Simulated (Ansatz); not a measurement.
Geometry optimisation, Ansatz 0.2.0, RKS PBE0/6-31G.

input.yaml

```yaml
crystal:
  periodic: [false, false, false]
  atoms:
    - { symbol: Si, position_ang: [0.0, 0.0, 0.0] }
    - { symbol: O, position_ang: [0.0, 0.0, 1.68] }
    - { symbol: Si, position_ang: [-1.3147, -0.4067, 2.6436] }
    - { symbol: H, position_ang: [-2.239, -1.2403, 1.8804] }
    - { symbol: H, position_ang: [-0.8506, -1.1432, 3.8157] }
    - { symbol: H, position_ang: [-1.9987, 0.8095, 3.0733] }
    - { symbol: F, position_ang: [1.4994, 0.0, -0.5295] }
    - { symbol: F, position_ang: [-0.7489, 1.2974, -0.5295] }
    - { symbol: O, position_ang: [-0.7913, -1.3709, -0.5594] }
    - { symbol: C, position_ang: [-1.5365, -2.2685, 0.2501] }
    - { symbol: H, position_ang: [-1.2251, -2.1576, 1.3097] }
    - { symbol: H, position_ang: [-2.6187, -2.04, 0.1571] }
    - { symbol: H, position_ang: [-1.349, -3.3106, -0.083] }
basis:
  gaussian: { orbitals: "6-31G" }
hamiltonian:
  xc: pbe0
relax:
  f_tol: 0.02
  max_steps: 40
```

Run as:

```bash
$ ansatz run input.yaml --threads 1 --pin off --max-ram 2048MiB --backend cpu --events-out ev --progress --plain --runs-dir out
```

**Question.** Where does it end, and by what steps?

**Answer.** It converged. The force dipped under the threshold on the way, but the program's further checks kept it going. Limits of this set-up: no polarisation functions. After 24 steps the energy has fallen by 1.689 eV; H4 moved furthest, 1.78 Å.

```json
{"step": "0", "energy less start (eV)": "0.0000", "largest force component (eV/Å)": "2.410", "accepted": "yes"}
{"step": "1", "energy less start (eV)": "-0.8660", "largest force component (eV/Å)": "1.476", "accepted": "yes"}
{"step": "2", "energy less start (eV)": "-1.2181", "largest force component (eV/Å)": "0.747", "accepted": "yes"}
{"step": "3", "energy less start (eV)": "-1.4158", "largest force component (eV/Å)": "0.374", "accepted": "yes"}
{"step": "4", "energy less start (eV)": "-1.5184", "largest force component (eV/Å)": "0.277", "accepted": "yes"}
{"step": "5", "energy less start (eV)": "-1.5753", "largest force component (eV/Å)": "0.200", "accepted": "yes"}
{"step": "6", "energy less start (eV)": "-1.6197", "largest force component (eV/Å)": "0.319", "accepted": "yes"}
{"step": "7", "energy less start (eV)": "-1.6543", "largest force component (eV/Å)": "0.093", "accepted": "yes"}
{"step": "8", "energy less start (eV)": "-1.6665", "largest force component (eV/Å)": "0.249", "accepted": "yes"}
{"step": "9", "energy less start (eV)": "-1.6678", "largest force component (eV/Å)": "0.333", "accepted": "yes"}
{"step": "10", "energy less start (eV)": "-1.6735", "largest force component (eV/Å)": "0.261", "accepted": "yes"}
{"step": "11", "energy less start (eV)": "-1.6839", "largest force component (eV/Å)": "0.031", "accepted": "yes"}
{"step": "12", "energy less start (eV)": "-1.6847", "largest force component (eV/Å)": "0.035", "accepted": "yes"}
{"step": "13", "energy less start (eV)": "-1.6852", "largest force component (eV/Å)": "0.032", "accepted": "yes"}
{"step": "14", "energy less start (eV)": "-1.6854", "largest force component (eV/Å)": "0.022", "accepted": "yes"}
{"step": "15", "energy less start (eV)": "-1.6856", "largest force component (eV/Å)": "0.011", "accepted": "yes"}
{"step": "16", "energy less start (eV)": "-1.6858", "largest force component (eV/Å)": "0.032", "accepted": "yes"}
{"step": "17", "energy less start (eV)": "-1.6859", "largest force component (eV/Å)": "0.082", "accepted": "yes"}
{"step": "18", "energy less start (eV)": "-1.6862", "largest force component (eV/Å)": "0.072", "accepted": "yes"}
{"step": "19", "energy less start (eV)": "-1.6870", "largest force component (eV/Å)": "0.011", "accepted": "yes"}
{"step": "20", "energy less start (eV)": "-1.6875", "largest force component (eV/Å)": "0.092", "accepted": "yes"}
{"step": "21", "energy less start (eV)": "-1.6879", "largest force component (eV/Å)": "0.043", "accepted": "yes"}
{"step": "22", "energy less start (eV)": "-1.6883", "largest force component (eV/Å)": "0.015", "accepted": "yes"}
{"step": "23", "energy less start (eV)": "-1.6882", "largest force component (eV/Å)": "0.140", "accepted": "no"}
{"step": "24", "energy less start (eV)": "-1.6887", "largest force component (eV/Å)": "0.019", "accepted": "yes"}
```

```xyz
13
Properties=species:S:1:pos:R:3
Si -0.236 -0.196 0.121
O -0.870 -0.265 1.630
Si -1.360 0.081 3.228
H -2.732 -0.493 3.415
H -0.391 -0.566 4.170
H -1.382 1.567 3.432
F 1.392 0.145 0.166
F -0.909 1.079 -0.717
O -0.444 -1.626 -0.715
C -1.387 -2.683 -0.447
H -1.412 -2.928 0.620
H -2.389 -2.396 -0.780
H -1.051 -3.550 -1.015
```

Run time: 2.3 min on 1 thread of Arm Neoverse V2, with other jobs on the host, peak memory 0.2 GiB.
